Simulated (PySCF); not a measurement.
**SbAs: energy against distance**

Set-up: PySCF, scalar-relativistic core potentials, basis sets Sb cc-pVDZ-PP with ECP28, As cc-pVDZ-PP with ECP10. Energies in eV from Sb + As in their ground configurations at the same level. State: ¹Σ⁺ (singlet), closed shell.

All columns are BHandHLYP. A positive dipole means Sb(−)As(+).

| R (Å) | E (eV) | μ (D) | Mulliken charge on Sb (basis-dependent) | HOMO (eV) | LUMO (eV) | Mayer bond order | ⟨S²⟩ |
| --- | --- | --- | --- | --- | --- | --- | --- |
| 1.981 | -0.968 | -0.87 | 0.16 | -8.02 | -1.14 | 2.97 | 0.00 |
| 2.073 | -1.953 | -0.89 | 0.14 | -8.05 | -1.37 | 2.97 | 0.00 |
| 2.165 | -2.467 | -0.91 | 0.13 | -7.80 | -1.59 | 2.97 | 0.00 |
| 2.234 | -2.626 | -0.93 | 0.12 | -7.64 | -1.75 | 2.97 | 0.00 |
| 2.303 | -2.640 | -0.94 | 0.11 | -7.48 | -1.91 | 2.98 | 0.00 |
| 2.372 | -2.543 | -0.94 | 0.10 | -7.34 | -2.06 | 2.98 | 0.00 |
| 2.464 | -2.290 | -0.95 | 0.09 | -7.17 | -2.24 | 2.98 | 0.00 |
| 2.579 | -1.838 | -0.96 | 0.09 | -6.98 | -2.46 | 2.99 | 0.00 |
| 2.717 | -1.186 | -0.97 | 0.08 | -6.79 | -2.70 | 2.99 | 0.00 |
| 2.902 | -0.246 | -0.97 | 0.07 | -6.57 | -2.97 | 3.00 | 0.00 |

A fit through these points gives, at Re = 2.275 Å, μ = -0.93 D and dμ/dR = -0.143 D/Å; the reduced mass is 46.26 u.

How strong is the fundamental in the double-harmonic approximation, I = 42.26·(dμ/dR)²/μred km/mol?

I = 42.26·(-0.143)²/46.26 = 0.0187 km/mol at BHandHLYP.

Spin–orbit coupling is left out, which matters for elements this heavy, above all for dissociation energies.
